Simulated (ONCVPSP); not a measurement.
**phosphorus (P): ONCV pseudisation with PW91, scalar-relativistic reference atom.**

* Element: P
* Generator: ONCVPSP 4.0.1
* Type: optimised norm-conserving Vanderbilt (ONCV)
* Functional: PW91
* Relativity: scalar-relativistic
* Frozen core: [Ne]
* Valence charge: 5
* Reference configuration: 3s1.5 3p3.5
* Partial waves: 3s: rc 1.60 bohr, ncon 4, nbas 7, qcut 5.1 1/bohr, 2 projectors, debl 2.2 Ha; 3p: rc 1.85 bohr, ncon 4, nbas 7, qcut 3.9 1/bohr, 2 projectors, debl 0.8 Ha; d scattering state at 0.4 Ha: rc 1.95 bohr, ncon 4, nbas 8, qcut 5.1 1/bohr, 2 projectors, debl 0.8 Ha
* Local potential: polynomial inside 1.45 bohr (lpopt 5, dvloc0 0 Ha)
* Core correction: Teter function, fcfact 3.25, rcfact 1.5

(1) Estimate the cutoffs (Ha) at which the residual kinetic energy of the hardest occupied pseudo-wave falls to 1 and 0.1 mHa per electron.

(2) What does a ghost test show?

(3) Tests: 3s2 3p3; 3s2 3p2; 3s2 3p1; 3s1 3p0. Which has the largest error in its energy relative to the reference configuration, and how large is it?

## Answers

(1) 11 Ha and 16 Ha.

(2) No bound ghost flagged; GHOST(+) flagged for s at 187.4 eV.

(3) 3s2 3p1, with +5.9 meV (all-electron minus pseudo) on +24.73 eV.
